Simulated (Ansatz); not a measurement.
The pair A = C2H4 (SMILES C=C) (first 6 atoms), B = C2H6 (SMILES CC); geometry from B3LYP-D3(BJ)/def2-TZVP.
(charge 0, multiplicity 1):
```xyz
14

C      0.2460     0.6366    -0.0265
C     -0.2483    -0.5669     0.2207
H     -0.3875     1.5142    -0.0716
H      1.3048     0.7946    -0.1928
H      0.3852    -1.4443     0.2687
H     -1.3063    -0.7249     0.3906
C      0.3481     0.6526     3.9679
C     -0.3459    -0.7033     3.8866
H      1.3203     0.5720     4.4587
H     -0.2483     1.3707     4.5346
H      0.5116     1.0666     2.9717
H      0.2490    -1.4178     3.3146
H     -1.3176    -0.6212     3.3959
H     -0.5106    -1.1278     4.8792
```

Cores are frozen in the correlated methods. MP2 and its Hartree–Fock in aug-cc-pVTZ are density fitted.

Codes used: Ansatz (Gaussian orbitals). 

The counterpoise-corrected interaction energy is E(AB) − E(A in the pair's basis) − E(B in the pair's basis). Total energies (hartree):

| level | AB | A in the pair's basis | B in the pair's basis |
|---|---|---|---|
| HF/aug-cc-pVDZ | -157.2797327 | -78.0439666 | -79.2374083 |
| MP2/aug-cc-pVDZ | -157.8815549 | -78.3289219 | -79.5513083 |
| HF/aug-cc-pVTZ | -157.3235451 | -78.0649449 | -79.2602501 |
| MP2/aug-cc-pVTZ | -158.0416419 | -78.4046751 | -79.6354038 |
| CCSD(T)/aug-cc-pVDZ | -157.9680264 | -78.3691638 | -79.5976957 |

Task: Work out the counterpoise-corrected interaction energy at the basis-set limit: extrapolate the MP2 correlation part as X⁻³, take Hartree–Fock from the larger set, and add the CCSD(T) − MP2 difference of aug-cc-pVDZ.

Result: 
1. Differences (1 hartree = 627.509 kcal/mol): HF/aug-cc-pVDZ 1.030; MP2/aug-cc-pVDZ -0.831; HF/aug-cc-pVTZ 1.035; MP2/aug-cc-pVTZ -0.981; CCSD(T)/aug-cc-pVDZ -0.732.
2. Correlation parts, MP2 less HF: -1.862 in aug-cc-pVDZ (X = 2), -2.016 in aug-cc-pVTZ (X = 3).
3. Limit (3³·(-2.016) − 2³·(-1.862))/(3³ − 2³) = -2.081; with HF/aug-cc-pVTZ it gives -1.046.
4. CCSD(T) less MP2 in aug-cc-pVDZ: 0.099.
Result: -0.95 kcal/mol, against -0.83 at MP2/aug-cc-pVDZ. It is an estimate of this method's limit, not of the exact value.

Ansatz is a program for electronic structure.
